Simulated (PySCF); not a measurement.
Radial density of La⁺ (lanthanum, charge +1)

r2SCAN, [Xe] 5d2, high-spin 3F determinant. Computed with PySCF 2.14 in def2-SVP with the def2 core potential (46 electrons), with scalar relativity through the core potential. This is the valence pseudo-density: the core potential removes the inner electrons and smooths the orbitals near the nucleus.

| r (bohr) | 4πr²ρ (e/bohr) | 4πr²(ρα − ρβ) |
| --- | --- | --- |
| 0.0710 | 1.016e-05 | 0.0000 |
| 0.119 | 4.176e-05 | 0.0000 |
| 0.201 | 0.0002293 | 0.0000 |
| 0.338 | 0.002090 | 0.0001 |
| 0.568 | 0.05801 | 0.0010 |
| 0.956 | 1.926 | 0.0319 |
| 1.61 | 6.834 | 0.5124 |
| 2.70 | 2.004 | 0.7634 |
| 4.55 | 0.2092 | 0.1918 |
| 7.65 | 0.008170 | 0.0082 |

Energies and moments cover only the electrons outside the core potential. Spin-orbit coupling, absent here, splits the open shell strongly.
